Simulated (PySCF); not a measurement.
ClH₃Si, SMILES [SiH3]Cl (connectivity only; charge and spin as stated), charge -1, multiplicity 2.

Coordinates come from a TPSSh-D3(BJ)/def2-TZVPD optimisation. The multiplicity is an assumed one; other spin states were not compared. The isomer is the one that the SMILES or the coordinates give; other isomers of the formula were not compared.

Level of theory: PySCF with ωB97X/def2-TZVPD.

Gas-phase values at a fixed geometry.

Computed frontier levels, dipole moment and polarisability:
* **α spin, highest occupied and lowest empty level**: -2.04 and 5.31 eV
* **β spin, highest occupied and lowest empty level**: -5.03 and 4.61 eV
* **dipole moment about the centre of nuclear charge**: 0.047 e·Å
* **mean static polarisability**: 73.4 bohr³ (10.87 Å³)
* **polarisability, principal values**: 60.1, 62.3, 97.7 bohr³
* **⟨S²⟩**: 0.754 (pure state 0.75)
